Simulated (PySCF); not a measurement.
**Static response to an electric field**

C6H13FGe.
Atom-mapped SMILES: `[CH3:1][C@@H:2]1[CH2:3][CH2:4][C@@H:5]([F:6])[CH2:7][GeH2:8]1` (hydrogens: H9, H10, H11 on C1; H12 on C2; H13, H14 on C3; H15, H16 on C4; H17 on C5; H18, H19 on C7; H20, H21 on Ge8)

Structure used (PBE0-D3(BJ)/def2-SVP), in Å, numbered top down from 1:
```xyz
21
C6H13FGe angstrom
C      2.435   -1.013    0.266
C      1.085   -0.549   -0.263
C      0.885    0.961   -0.097
C     -0.430    1.508   -0.649
C     -1.673    1.072    0.113
F     -2.749    1.799   -0.373
C     -1.988   -0.404    0.006
Ge    -0.440   -1.475    0.565
H      2.589   -2.093    0.120
H      2.535   -0.808    1.344
H      3.263   -0.490   -0.243
H      1.021   -0.784   -1.341
H      1.721    1.487   -0.593
H      0.969    1.226    0.974
H     -0.551    1.219   -1.708
H     -0.409    2.609   -0.627
H     -1.557    1.354    1.178
H     -2.883   -0.650    0.596
H     -2.208   -0.646   -1.047
H     -0.574   -2.938    0.099
H     -0.292   -1.447    2.104
```

Level: CAM-B3LYP/def2-SVPD (PySCF), static field, nuclei fixed, core orbitals frozen in the response. The polarisability tensor in these axes (au):

```
x   108.17  -2.92   0.67
y    -2.92 103.71  -5.51
z     0.67  -5.51  87.92
```

Question: What are the eigenvalues, a third of the trace, and Δα (Δα² = ½Σ(αi − αj)² over the three pairs)?

Answer: Principal values 86.18, 103.52 and 110.09 au; mean 99.93 au = 14.81 Å³ = 16.48 × 10⁻⁴⁰ C²·m²/J; Δα = 21.39 au (21 % of the mean).

Question: What is the dipole moment, and where does it point?

Answer: (1.83, -0.79, 0.10) D, 1.99 D in size, pointing from the negative to the positive side. Measured along this direction, the outermost atoms are F6 at the negative end and H9 and H11 at the positive end.

Question: What would n − 1 = 2πNα be for an ideal gas of these molecules at 273.15 K and 1 atm, electronic part alone?

Answer: N = p/kT = 2.6868 × 10¹⁹ cm⁻³, so n − 1 = 2π × N × 14.81 × 10⁻²⁴ cm³ = 2500 × 10⁻⁶ at long wavelengths.

Question: Along which axes do the principal values lie, and how far do the nuclei extend along each?

Answer: Largest value along (0.84, -0.52, 0.15), where the nuclei span 6.58 Å; middle along (0.54, 0.80, -0.26), 4.96 Å; least along (0.01, 0.30, 0.95), 3.07 Å. The response follows the extents in order.

Question: Find the Langevin capture rate constant for H3O+ (19.018 u) meeting this molecule (178.021 u), k = 2.342 × 10⁻⁹ cm³/s × √(α in Å³ / reduced mass in u).

Answer: The reduced mass is 17.18 u, so k = 2.17 × 10⁻⁹ cm³/s. The formula leaves out the permanent dipole, which adds to the capture rate.

Question: Give the eigenvalues of the traceless quadrupole moment Θ = ½Σq(3rr − r²1), origin at the centre of nuclear charge.

Answer: -11.38, 5.56, 5.83 D·Å. The values depend on the origin, since the dipole doesn't vanish. The electronic extent ⟨r²⟩ about the same centre is 1519 bohr², a root-mean-square distance of 2.17 Å for the 90 electrons.

Question: In TDDFT the mean static polarisability is Σ f/ω² over all singlet excitations (ω in hartree). How much of it do the 10 lowest give? Their energies (eV) and oscillator strengths: 7.36, 0.0037; 7.67, 0.0242; 8.09, 0.0479; 8.16, 0.0211; 8.34, 0.0060; 8.37, 0.1176; 8.49, 0.1608; 8.62, 0.0181; 8.68, 0.1000; 8.69, 0.0148.

Answer: They add up to 5.40 au, 5.4 % of the 99.93 au; the largest single term is 1.65 au, from the state at 8.49 eV. Terms in order: 0.05, 0.30, 0.54, 0.23, 0.06, 1.24, 1.65, 0.18, 0.98, 0.15 au. Higher excitations give the rest. The strengths listed sum to 0.514.

One conformer (not necessarily the lowest) at the PBE0-D3(BJ)/def2-SVP geometry, without solvent, vibrations or thermal averaging. The calculation is non-relativistic, for germanium too.
